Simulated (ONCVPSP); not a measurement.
**Ranking ONCV potentials for zinc (Zn)**

All share these settings but for the change named:

| Item | Value |
| --- | --- |
| Element | zinc (Zn) |
| Generator | ONCVPSP 4.0.1 |
| Type | optimised norm-conserving Vanderbilt (ONCV) |
| Functional | PBEsol |
| Relativity | scalar-relativistic |
| Frozen core | [Ne] |
| Valence charge | 20 |
| Reference configuration | 3s2 3p6 3d10 4s1.5 4p0.5 |
| Partial waves | 3s+4s: rc 1.00 bohr, ncon 4, nbas 8, qcut 12.4 1/bohr, 3 projectors, debl 3.8 Ha; 3p+4p: rc 1.00 bohr, ncon 4, nbas 7, qcut 10.8 1/bohr, 2 projectors; 3d: rc 1.50 bohr, ncon 4, nbas 9, qcut 12.5 1/bohr, 3 projectors, debl 2.8 Ha |
| Local potential | polynomial inside 0.85 bohr (lpopt 5, dvloc0 2 Ha) |
| Core correction | Teter function, fcfact 5.25, rcfact 1.75 |

Cutoff: the first of the cutoffs (Ha) at which the residual kinetic energy of the hardest occupied pseudo-wave falls to 1 and 0.1 mHa per electron; the density cutoff is not measured.

The base gives 57 Ha.

Of 10 variants that were run, those that failed, showed a ghost or another fault, or gave nearly equal values are left out.

A variant can come out equal or close to the base.

(1) Rank these variants from softest to hardest (loose cutoff).
A. p: qcut 11.6
B. p: qcut 8.7
C. p: qcut 6.2

Results:

(1) A (57 Ha), B (76 Ha), C (145 Ha).
